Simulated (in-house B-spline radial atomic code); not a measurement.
Functionals against NIST's ionisation energies along a row: Rb⁺ to Xe⁺

Ionisation energies as differences of self-consistent total energies from an all-electron radial atomic-structure program (B-spline basis): all electrons, radial basis limit, scalar-relativistic (one-electron X2C), spin-polarised at highest spin, spherical densities; exact exchange is averaged over the determinants of each configuration. No spin-orbit coupling, Breit or QED terms. NIST's values run from ground level to ground level, so in open shells the differences also hold multiplet and fine-structure energies that spherical high-spin averages miss. For p electrons of heavy elements the spin-orbit part alone reaches an electronvolt or more. Columns give computed minus NIST, in eV; a star marks a semi-empirical value. Species are left out where the tabulated value is theory, is uncertain by more than 0.12 eV, or (13 ions, such as In⁴⁺, Te⁴⁺ and Bi⁴⁺) lies off its series for all methods alike, which flatters the means a little.

```tsv
species	shell	NIST (eV)	PBEsol	BLYP	RPBE	B97-1	OLYP
Rb⁺	4p	27.29	+0.07	-0.09	+0.03	+0.10	+0.07
Sr⁺	5s	11.03	+0.09	+0.22	+0.09	-0.20	-0.05
Zr⁺	5s	13.13	+0.35	+0.26	+0.21	-0.21	-0.06
Ru⁺	4d	16.76 ± 0.06*	-0.03	0.00	-0.15	-0.11	-0.16
Ag⁺	4d	21.48	+0.45	+0.37	+0.35	+0.18	+0.43
Cd⁺	5s	16.91	+0.44	+0.55	+0.28	-0.05	+0.09
In⁺	5s	18.87	+0.10	+0.24	-0.06	+0.02	-0.25
Sn⁺	5p	14.63	-0.44	-0.50	-0.57	-0.60	-0.75
Sb⁺	5p	16.63 ± 0.03	-0.05	-0.29	-0.15	-0.25	-0.27
I⁺	5p	19.13	-0.47	-0.40	-0.64	-0.35	-0.85
Xe⁺	5p	20.98*	+0.18	+0.04	+0.06	+0.09	-0.05
```

(1) How do the methods rank, and which species is hardest?

## Answers

(1) Mean absolute (signed) differences: B97-1 0.20 (-0.13) eV; RPBE 0.24 (-0.05) eV; PBEsol 0.24 (+0.06) eV; BLYP 0.27 (+0.04) eV; OLYP 0.28 (-0.17) eV. For Sn⁺, which loses a 5p electron, the nearest method is off by -0.44 eV, the largest such miss.
